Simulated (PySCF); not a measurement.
H10Ge4, SMILES [GeH3][GeH]([GeH3])[GeH3], PBE0/def2-SVP optimised geometry.

```
14

Ge    -1.31     0.19     1.96
Ge    -0.56     1.30     3.99
Ge    -0.56    -2.12     1.94
Ge    -0.49     1.37     0.00
H     -2.85     0.21     1.93
H      0.98     1.31     4.05
H     -1.06     2.76     4.02
H     -1.10     0.57     5.24
H     -1.11    -2.87     3.17
H     -1.05    -2.83     0.66
H      0.98    -2.17     1.97
H      1.05     1.37     0.00
H     -0.98     2.83     0.00
H     -0.98     0.68    -1.29
```

Density from PySCF with PBE0/def2-TZVP at that geometry.

Minimum of the electron density along straight lines between bonded atoms, close to the bond critical point (lines longer than 1.1 times the sum of covalent radii, or with two minima, are not listed):

```csv
bond,length / Å,ρ at the minimum / e bohr⁻³,∇²ρ there / e bohr⁻⁵,position (fraction from the first atom)
Ge1–Ge2,2.430,0.084,-0.09,0.50
Ge1–Ge3,2.430,0.084,-0.09,0.50
Ge1–Ge4,2.430,0.084,-0.09,0.50
Ge1–H5,1.546,0.129,0.05,0.59
Ge2–H6,1.541,0.132,0.06,0.59
Ge2–H7,1.541,0.131,0.06,0.59
Ge2–H8,1.541,0.131,0.06,0.59
Ge3–H9,1.541,0.132,0.06,0.59
Ge3–H10,1.541,0.131,0.06,0.59
Ge3–H11,1.541,0.132,0.06,0.59
Ge4–H12,1.541,0.132,0.06,0.59
Ge4–H13,1.541,0.131,0.06,0.59
Ge4–H14,1.541,0.131,0.06,0.59
```
